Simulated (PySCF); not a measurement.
# F⁺ (fluorine, charge +1) across methods

[He] 2s1 2p5, high-spin 3P determinant (an excited configuration). All numbers are calculated (PySCF 2.14, the non-relativistic Hamiltonian (point nucleus), in aug-cc-pVDZ (4s3p2d, 23 functions)).

```csv
method,E (hartree),mean ε 2s α (eV),mean ε 2p α (eV),mean ε 2p β (eV),Σ⟨r²⟩ (bohr²),⟨S²⟩
LDA,-97.7316,-49.083,-30.255,-26.401,7.560,2.002
BLYP,-98.3893,-49.240,-30.058,-26.431,7.536,2.002
PBE0,-98.2818,-53.824,-33.096,-28.331,7.501,2.003
UHF,-97.99859,-66.176,-41.237,-32.806,7.504,2.008
PBE,-98.2972,-49.467,-30.159,-26.366,7.530,2.002
TPSS,-98.3872,-50.300,-30.380,-26.432,7.494,2.002
r2SCAN,-98.3262,-51.751,-31.191,-26.686,7.485,2.003
LC-wPBE,-98.3278,-55.564,-35.649,-31.577,7.508,2.002
```

Problem. Estimate the same row for BP86.

Solution. E (hartree) = -98.3837; mean ε 2s α (eV) = -49.532; mean ε 2p α (eV) = -30.229; mean ε 2p β (eV) = -26.569; Σ⟨r²⟩ (bohr²) = 7.516; ⟨S²⟩ = 2.002.
